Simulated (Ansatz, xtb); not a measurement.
Species: PbCl₂, net charge -1, doublet state. 
Geometry from a B3LYP-D3(BJ)/def2-TZVP (Ansatz, a quantum-chemistry and plane-wave program) optimisation:
```
Pb
Cl 1 2.6396
Cl 1 2.6396 2 102.79
```
Charge -1, spin multiplicity 2.

Harmonic wavenumbers from GFN2-xTB (xtb, at its own minimum), cm⁻¹: 56, 207, 219.

Question: Give the harmonic wavenumbers at B3LYP-D3(BJ)/def2-TZVP (Ansatz, finite differences of forces, unscaled).

Answer: 71, 217, 238 cm⁻¹. Zero-point energy 0.8 kcal/mol.

Question: From these and the geometry, give the ideal-gas thermochemistry at 298.15 K and 1 atm (rigid rotor, harmonic oscillator).

Answer: Point group C2v, rotational symmetry number 2. Rotational constants 3.527, 1.675, 1.136 GHz. S(trans) 42.77, S(rot) 26.88, S(vib) 7.91, S(elec, spin only) 1.38, S 78.9 cal/(mol K). H(298) - H(0) 3.52 kcal/mol; G - E(el) -19.3 kcal/mol.
